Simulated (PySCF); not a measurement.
Static response to an electric field

Species: C6H9Al.
Cartesian coordinates in Å at the PBE0-D3(BJ)/def2-SVP level; atoms count from 1:
```
atom  x, y, z in Å
C1     3.305   -0.523    0.272
C2     2.189   -0.315   -0.163
C3     0.847   -0.038   -0.616
C4    -0.230   -1.054   -0.166
C5    -1.632   -0.432   -0.229
C6    -1.688    0.889    0.562
Al7    0.086    1.630    0.159
H8     4.296   -0.712    0.640
H9     0.837    0.048   -1.720
H10   -0.017   -1.353    0.876
H11   -0.182   -1.979   -0.765
H12   -2.379   -1.162    0.126
H13   -1.883   -0.236   -1.288
H14   -2.567    1.503    0.310
H15   -1.764    0.681    1.647
H16    0.762    3.051    0.365
```

Level: B3LYP/def2-SVPD (PySCF), static field, nuclei fixed, core orbitals frozen in the response. The polarisability tensor in these axes (au):

```
x   119.85  -3.86   4.62
y    -3.86  95.11   2.37
z     4.62   2.37  75.90
```

Q: What are the eigenvalues, a third of the trace, and Δα (Δα² = ½Σ(αi − αj)² over the three pairs)?

A: Principal values 75.04, 94.99 and 120.84 au; mean 96.96 au = 14.37 Å³ = 15.99 × 10⁻⁴⁰ C²·m²/J; Δα = 39.77 au (41 % of the mean).

Q: What is the dipole moment, and where does it point?

A: (-1.50, 0.43, -0.14) D, 1.57 D in size, pointing from the negative to the positive side. Measured along this direction, the outermost atoms are H8 at the negative end and H14 at the positive end.

Q: In a dilute gas of rigid molecules at 350 K, how does the orientational term μ²/3kT compare with the electronic polarisability?

A: In Gaussian units μ²/3kT = 16.96 Å³ against 14.37 Å³, a ratio of 1.18; the Debye molar polarisation (4π/3)N_A(α + μ²/3kT) is 79.0 cm³/mol, leaving out the vibrational part.

Q: Form Σ f/ω² (atomic units) for the 10 lowest TDDFT singlets, given as eV and f, and set it beside the mean polarisability, which is this sum over all singlets: 3.88, 0.0084; 4.91, 0.0008; 5.10, 0.0012; 5.32, 0.0159; 5.89, 0.0025; 5.95, 0.0089; 6.20, 0.0081; 6.24, 0.0120; 6.33, 0.0214; 6.49, 0.0681.

A: They add up to 3.11 au, 3.2 % of the 96.96 au; the largest single term is 1.20 au, from the state at 6.49 eV. Terms in order: 0.41, 0.02, 0.04, 0.42, 0.05, 0.19, 0.16, 0.23, 0.40, 1.20 au. Higher excitations give the rest. The strengths listed sum to 0.147.

Q: Directions of the eigenvectors, and the extent of the frame along each?

A: Largest value along (0.99, -0.14, 0.09), where the nuclei span 7.10 Å; middle along (0.12, 0.98, 0.15), 5.22 Å; least along (-0.11, -0.14, 0.98), 3.52 Å. The response follows the extents in order.

Isolated species at its PBE0-D3(BJ)/def2-SVP geometry (one conformer only).
